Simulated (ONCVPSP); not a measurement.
How hard is this selenium (Se) ONCV potential?

* Element: selenium (Se)
* Generator: ONCVPSP 4.0.1
* Type: optimised norm-conserving Vanderbilt (ONCV)
* Functional: revPBE
* Relativity: scalar-relativistic
* Frozen core: [Ar]
* Valence charge: 16
* Reference configuration: 3d10 4s2 4p3 (charge +1)
* Partial waves: 4s: rc 1.15 bohr, ncon 3, nbas 6, qcut 6.6 1/bohr, 3 projectors, debl 3 Ha; 4p: rc 1.35 bohr, ncon 3, nbas 7, qcut 6.9 1/bohr, 2 projectors, debl 0.6 Ha; 3d: rc 0.85 bohr, ncon 4, nbas 8, qcut 17.8 1/bohr, 1 projector
* Local potential: polynomial inside 0.75 bohr (lpopt 5, dvloc0 1 Ha)
* Core correction: polynomial model core, fcfact 0.6

Q: For each optimised wave give the share of its norm inside rc, the residual kinetic energy above qcut (Ha) and the cutoffs (Ha) for errors of 10, 1, 0.1 and 0.01 mHa per electron.

A:

```csv
wave,norm inside rc,residual KE,10 mHa,1 mHa,0.1 mHa,0.01 mHa
4s,0.146,2.7e-03,15.0,41.0,98.4,not reached
s projector 2,0.050,4.9e-04,10.5,14.5,113.7,137.8
s projector 3,0.043,3.1e-04,14.5,18.8,44.2,176.1
4p,0.151,1.1e-04,3.3,10.3,25.1,120.3
p projector 2,0.048,1.6e-04,3.5,14.3,28.1,127.8
3d,0.799,2.6e-05,117.2,135.1,148.9,241.8
```

The occupied waves need 135 Ha and 149 Ha for 1 and 0.1 mHa. Note: ghosts flagged at negative energy: s at -228.6 eV, p at -121.0 eV; GHOST(+) flags only above 600 eV. A true bound ghost makes a file unfit for plane-wave use. Its largest configuration-test error is -901 meV.
